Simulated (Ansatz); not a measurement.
PBE exchange is replaced step by step with exact exchange (0 % is PBE, 25 % PBE0; no dispersion term), basis def2-SVP, Ansatz. System: GeMe(OiPr)3 (C₁₀H₂₄GeO₃). Charge 0, multiplicity 1. Geometry: r2SCAN-D4/def2-SVP.

Geometry of the singlet:

```
atom    x (Å)    y (Å)    z (Å)
 Ge1   0.3463  -0.2204  -1.0381
  C2   1.3248  -0.0124  -2.6858
  H3   2.4038  -0.1350  -2.5147
  H4   1.1334   0.9798  -3.1188
  H5   0.9837  -0.7797  -3.3951
  O6  -1.3307   0.2261  -1.3906
  C7  -2.3959  -0.1185  -0.4949
  C8  -3.6659  -0.1959  -1.3240
  C9  -2.4917   0.9027   0.6302
 H10  -2.1881  -1.1165  -0.0595
 H11  -3.8703   0.7809  -1.7914
 H12  -4.5289  -0.4735  -0.6985
 H13  -3.5559  -0.9432  -2.1238
 H14  -1.5475   0.9483   1.1949
 H15  -2.6911   1.9048   0.2159
 H16  -3.3041   0.6450   1.3287
 O17   1.0361   0.7301   0.3091
 C18   1.6082   2.0197   0.0853
 C19   2.4353   2.3574   1.3136
 C20   0.5265   3.0561  -0.1920
 H21   2.2879   1.9744  -0.7936
 H22   1.7846   2.3962   2.2019
 H23   2.9340   3.3326   1.2002
 H24   3.2013   1.5863   1.4837
 H25  -0.0913   2.7663  -1.0575
 H26  -0.1427   3.1466   0.6786
 H27   0.9696   4.0440  -0.3967
 O28   0.3105  -1.8752  -0.4142
 C29   1.0159  -2.2921   0.7627
 C30   1.2895  -3.7781   0.6057
 C31   0.1983  -1.9716   2.0056
 H32   1.9789  -1.7469   0.8297
 H33   0.3377  -4.3266   0.5188
 H34   1.8444  -4.1712   1.4722
 H35   1.8771  -3.9679  -0.3052
 H36   0.0437  -0.8853   2.0883
 H37  -0.7829  -2.4720   1.9530
 H38   0.7157  -2.3151   2.9162
```

| exact exchange (%) | HOMO (eV) | LUMO (eV) | gap (eV) |
| --- | --- | --- | --- |
| 0 | -5.92 | 0.07 | 6.00 |
| 5 | -6.24 | 0.27 | 6.51 |
| 10 | -6.56 | 0.46 | 7.02 |
| 25 | -7.53 | 1.03 | 8.56 |
| 35 | -8.18 | 1.40 | 9.58 |
| 50 | -9.17 | 1.94 | 11.11 |

**Question.** Estimate the row for 15 %.

**Answer.** 
```json
{"exact exchange (%)": "15", "HOMO (eV)": "-6.88", "LUMO (eV)": "0.65", "gap (eV)": "7.54"}
```
